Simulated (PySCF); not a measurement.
Match the calculated data to a structure.

All candidates are C7H9NO2.

- NMR, other nuclei: isotropic shieldings of nuclei other than C and H, by class: -38 (1 N), -347 (1 O), 260 (1 O) ppm [GIAO PBE0/pcSseg-1]
- 1H NMR: chemical shifts (computed TMS as zero) by class: 4.55 (1 H), 3.77 (1 H), 3.67 (1 H), 2.83 (1 H), 2.78 (1 H), 2.63 (1 H), 2.41 (1 H), 2.14 (1 H), 2.08 (1 H) ppm [GIAO PBE0/pcSseg-1]
- Dipole: 4.91 D [PBE0/pcSseg-1]
- Rotational structure: rotational constants A, B, C: 2.374, 0.899, 0.690 GHz [GFN2-xTB]
- 13C NMR: chemical shifts (computed TMS as zero) by class: 208.1 (1 C), 120.7 (1 C), 80.9 (1 C), 72.0 (1 C), 51.3 (1 C), 46.6 (1 C), 25.9 (1 C) ppm [GIAO PBE0/pcSseg-1]

Electronic properties: PySCF, gas phase, density fitting. Levels stand in brackets. The structure is a single GFN2-xTB conformer in the gas phase; no vibrational or solvent corrections. Each NMR value is the plain mean over a class of atoms that symmetry, rotation or inversion makes alike.

Problem. Which candidate is it?
A. `CCOc1cc[n+]([O-])cc1`
B. `O=C/C=C1/C[C@@H]1CNC=O`
C. `CC(C)(C#N)CC(=O)C=O`
D. `N#CC[C@@H]1CC(=O)CCO1`
E. `C=C[C@H](CC#N)OC(C)=O`

Solution. D. It is `N#CC[C@@H]1CC(=O)CCO1`. Numbering: `[N:1]#[C:2][CH2:3][C@@H:4]1[CH2:5][C:6](=[O:7])[CH2:8][CH2:9][O:10]1`. Its formula, C7H9NO2, gives 4 degrees of unsaturation: 1 ring and 3 π bonds in the structure found. 7 carbons fall into 7 classes; from least to most shielded: ketone carbonyl carbon [C6] (208.1 ppm), nitrile carbon [C2] (120.7 ppm), ring sp3 carbon bound to oxygen [C4] (80.9 ppm), ring sp3 carbon bound to oxygen [C9] (72.0 ppm), sp3 carbon next to a carbonyl [C5] (51.3 ppm), sp3 carbon next to a carbonyl [C8] (46.6 ppm), sp3 carbon next to a nitrile [C3] (25.9 ppm). Hydrogen classes from least to most shielded: 1 H on an sp3 carbon bound to oxygen, C9 (4.55 ppm), 1 H on an sp3 carbon bound to oxygen, C9 (3.77 ppm), 1 H on an sp3 carbon bound to oxygen, C4 (3.67 ppm), 1 H on an sp3 carbon next to a nitrile, C3 (2.83 ppm), 1 H on an sp3 carbon next to a carbonyl, C5 (2.78 ppm), 1 H on an sp3 carbon next to a carbonyl, C8 (2.63 ppm), 1 H on an sp3 carbon next to a nitrile, C3 (2.41 ppm), 1 H on an sp3 carbon next to a carbonyl, C5 (2.14 ppm), 1 H on an sp3 carbon next to a carbonyl, C8 (2.08 ppm). The other shieldings belong to: -38 ppm, nitrile nitrogen [N1]; -347 ppm, ketone oxygen [O7]; 260 ppm, cyclic ether oxygen [O10]. The optimised geometry has point group C1 and is an asymmetric top.

The others, at the same levels:
- `O=C/C=C1/C[C@@H]1CNC=O` fails: its computed 13C shifts are 195.3 (1 C), 168.5 (1 C), 161.3 (1 C), 123.8 (1 C), 42.6 (1 C), 22.8 (1 C), 7.9 (1 C) ppm, 1H shifts are 9.88 (1 H), 8.50 (1 H), 8.38 (1 H), 6.92 (1 H), 5.31 (1 H), 1.85 (1 H), 1.82 (1 H), 1.54 (1 H), 1.01 (1 H) ppm and rotational constant A is 2.088 GHz (against 2.374 GHz).
- `CC(C)(C#N)CC(=O)C=O` fails: it has 6 carbon classes against 7; its computed 13C shifts are 203.2 (1 C), 197.0 (1 C), 129.8 (1 C), 48.3 (1 C), 28.1 (1 C), 25.3 (2 C) ppm, 1H shifts are 9.27 (1 H), 3.17 (2 H), 1.61 (6 H) ppm and rotational constant A is 2.196 GHz (against 2.374 GHz).
- `CCOc1cc[n+]([O-])cc1` fails: it has 5 carbon classes against 7; its computed 13C shifts are 156.9 (1 C), 144.5 (2 C), 117.6 (2 C), 65.5 (1 C), 14.8 (1 C) ppm, 1H shifts are 8.17 (2 H), 6.75 (2 H), 4.32 (2 H), 1.31 (3 H) ppm and rotational constant A is 3.812 GHz (against 2.374 GHz).
- `C=C[C@H](CC#N)OC(C)=O` fails: its computed 13C shifts are 176.3 (1 C), 141.2 (1 C), 130.3 (1 C), 120.8 (1 C), 78.1 (1 C), 23.5 (1 C), 23.3 (1 C) ppm, 1H shifts are 6.10 (1 H), 5.88 (1 H), 5.84 (1 H), 5.19 (1 H), 3.13 (1 H), 2.14 (3 H), 2.09 (1 H) ppm and smallest rotational constant is 0.656 GHz (against 0.690 GHz).

Each candidate is one conformer, not necessarily the lowest. Dipoles, sizes and rotational constants follow the conformer. The torsions of the flexible species, by atom-mapped SMILES:
- `[O:1]=[CH:2]/[CH:3]=[C:4]1/[CH2:5][C@@H:6]1[CH2:7][NH:8][CH:9]=[O:10]`: O1–C2–C3–C4 -12°, C5–C6–C7–N8 -156°, C6–C7–N8–C9 -119°, C7–N8–C9–O10 -5°
- `[CH3:1][C:2]([CH3:3])([C:4]#[N:5])[CH2:6][C:7](=[O:8])[CH:9]=[O:10]`: C1–C2–C6–C7 60°, C2–C6–C7–O8 5°, C6–C7–C9–O10 -2°
- `[CH3:1][CH2:2][O:3][c:4]1[cH:5][cH:6][n+:7]([O-:8])[cH:9][cH:10]1`: C1–C2–O3–C4 -79°, C2–O3–C4–C5 -2°
- `[CH2:1]=[CH:2][C@H:3]([CH2:4][C:5]#[N:6])[O:7][C:8]([CH3:9])=[O:10]`: C1–C2–C3–C4 -108°, C2–C3–C4–C5 58°, C2–C3–O7–C8 -158°, C3–O7–C8–C9 177°

The conformers of `N#CC[C@@H]1CC(=O)CCO1` aren't listed.
